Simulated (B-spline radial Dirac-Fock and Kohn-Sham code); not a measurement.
**Binding energies of Sm in different valence configurations**

Calculated with an atomic code on a B-spline grid, using multi-electron Dirac-Fock with separately optimised hole states, Breit and Lamb-shift corrections added in first order. Correlation and solid-state effects are left out.

Reference: the tabulated ground configuration [Xe] 4f6 6s2, with 3s 1732.5 eV, 3p1/2 1548.4 eV, 3p3/2 1425.6 eV, 3d3/2 1110.1 eV, 5p1/2 29.59 eV, 5p3/2 26.06 eV, Kα1 40116.3 eV, Kβ1 45410.8 eV, Lα1 5635.9 eV, Lβ2 6582.7 eV.

Shifts from the reference in eV. A negative average energy means that the model, which has no correlation or term splitting, puts that configuration lower.

```
   configuration  average energy      3s   3p1/2   3p3/2   3d3/2  5p1/2  5p3/2    Kα1    Kβ1    Lα1    Lβ2
    [Xe] 4f6 5d2           +4.05   -3.60   -3.57   -3.57   -3.55  -2.99  -2.87  +0.17  +0.12  -0.06  -0.05
    [Xe] 4f7 6s1           +7.30  -10.18  -10.09  -10.13   -9.94  -5.06  -4.77  +0.69  +1.71  +0.86  -0.36
[Xe] 4f4 5d2 6s2           +5.67  +20.02  +19.84  +19.91  +19.49  +6.77  +6.23  -1.60  -4.31  -2.33  +1.69
[Xe] 4f5 5d1 6s2           -0.03   +9.52   +9.44   +9.48   +9.27  +3.41  +3.14  -0.74  -2.01  -1.09  +0.68
[Xe] 4f5 6s2 6p1           +1.46  +13.32  +13.24  +13.27  +13.06  +6.54  +6.18  -0.87  -2.10  -1.04  +0.79
[Xe] 4f6 5d1 6s1           +1.73   -2.14   -2.12   -2.11   -2.11  -1.76  -1.69  +0.08  +0.05  -0.04  -0.04
[Xe] 4f6 6s1 6p1           +1.56   +1.13   +1.16   +1.16   +1.16  +1.13  +1.11  -0.01  -0.02   0.00   0.00
        [Xe] 4f8          +17.86  -15.58  -15.43  -15.50  -15.18  -7.51  -7.03  +1.17  +2.94  +1.49  -0.31
```
